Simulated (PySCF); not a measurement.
The dipole of `FC(F)(F)CN1CCN[SiH2]1` from its density and from atomic charges.

Coordinates (GFN2-xTB, Å) and charges (e) from the PBE0/pcSseg-1 density (PySCF):

```
atom       x       y       z  Mulliken      IAO  Hirshfeld  ESP-fitted
  F1   1.917   0.415   1.584   -0.2669  -0.2801    -0.0860     -0.2204
  C2   2.343  -0.010   0.389   +0.7580  +0.7869    +0.2548     +0.7715
  F3   2.398  -1.349   0.455   -0.2715  -0.2863    -0.0897     -0.2331
  F4   3.617   0.408   0.265   -0.2772  -0.2916    -0.1035     -0.2402
  C5   1.479   0.504  -0.770   -0.0185  -0.1884    -0.0461     -0.6599
  N6   0.087   0.299  -0.602   -0.8174  -0.5166    -0.1795     -0.0917
  C7  -0.406  -1.060  -0.672   +0.0063  -0.1500    -0.0315     -0.2399
  C8  -1.929  -0.952  -0.656   +0.0009  -0.1393    -0.0242     -0.0074
  N9  -2.232   0.150   0.234   -0.6660  -0.6920    -0.2521     -0.7493
Si10  -0.992   1.335   0.266   +0.8750  +1.0054    +0.3876     +0.7408
 H11   1.675   1.576  -0.845   +0.1411  +0.1605    +0.0529     +0.2244
 H12   1.852   0.003  -1.675   +0.1349  +0.1515    +0.0479     +0.2303
 H13  -0.048  -1.542  -1.588   +0.1153  +0.1350    +0.0418     +0.1297
 H14  -0.070  -1.656   0.185   +0.1218  +0.1238    +0.0223     +0.1388
 H15  -2.381  -1.876  -0.286   +0.1207  +0.1398    +0.0432     +0.1004
 H16  -2.303  -0.766  -1.672   +0.1061  +0.1153    +0.0291     +0.0624
 H17  -3.213   0.350   0.327   +0.1876  +0.2580    +0.1173     +0.3647
 H18  -0.699   1.641   1.664   -0.1135  -0.1604    -0.0905     -0.1439
 H19  -1.103   2.541  -0.565   -0.1367  -0.1716    -0.0934     -0.1773
```

Problem. Form Σ q r in debye for every column and set it beside the full dipole.

Solution. The full density gives (-2.13, 0.12, -1.79) D, 2.78 D in size; dipole vectors point from the negative to the positive end.

```tsv
scheme	μx	μy	μz	size (D)	share of the full size (%)	angle to the full dipole (°)
Mulliken	-1.47	0.05	-2.47	2.87	103	19
IAO	-2.27	1.47	-2.36	3.58	129	22
Hirshfeld	-1.01	0.16	-0.90	1.36	49	5
ESP-fitted	-2.16	0.12	-1.81	2.82	101	0
```

Problem. Which set comes closest?

Solution. Length of the difference vector: ESP-fitted 0.03 D, Mulliken 0.96 D, Hirshfeld 1.43 D, IAO 1.47 D. Closest: ESP-fitted. The schemes that divide the density aren't constrained to reproduce the dipole.

Problem. What is left for the Hirshfeld atoms' own dipoles?

Solution. The shares of the density sum to the whole, so what Σ q r misses lies in dipoles about the nuclei. The atomic dipoles sum to (-2.13, 0.12, -1.79) − (-1.01, 0.16, -0.90) = (-1.12, -0.04, -0.89) D, 1.43 D in size.

Problem. With the origin at the mean of the coordinates, (-0.001, 0.000, -0.209) Å, which are the largest single terms, by size, of the Hirshfeld dipole along the direction of the full one?

Solution. C2 -2.67, N9 -1.73, F4 +1.52, H17 +1.20, F1 +1.07 D; all 19 atoms together +1.36 D. The single terms depend on the origin, their sum doesn't.

Problem. Give the size of the full dipole in other units.

Solution. 2.78 D = 1.095 au = 0.579 e·Å = 9.28 × 10⁻³⁰ C·m.

Geometry: GFN2-xTB, one conformer, isolated molecule.
